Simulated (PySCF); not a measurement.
Method: PBE-D3(BJ)/def2-TZVP // r2SCAN-D4/def2-TZVP (PySCF). Isolated molecules, 0 K electronic values unless said otherwise. 

Reference species (SMILES): `[F][Ge]([F])([F])[F]` (neutral, multiplicity 1).

```
Quantity          Value
-------------  --------
LUMO           -2.92 eV
HOMO–LUMO gap   7.56 eV
```

Changed species: `[F][GeH3]` (3 of 4 F replaced by H; the reference has 0 of 4 F replaced by H).

Question: Predict the effect on the LUMO and HOMO–LUMO gap.

Answer: the LUMO goes up by 1.89 eV, to -1.03 eV; the HOMO–LUMO gap decreases by 0.45 eV, to 7.11 eV.
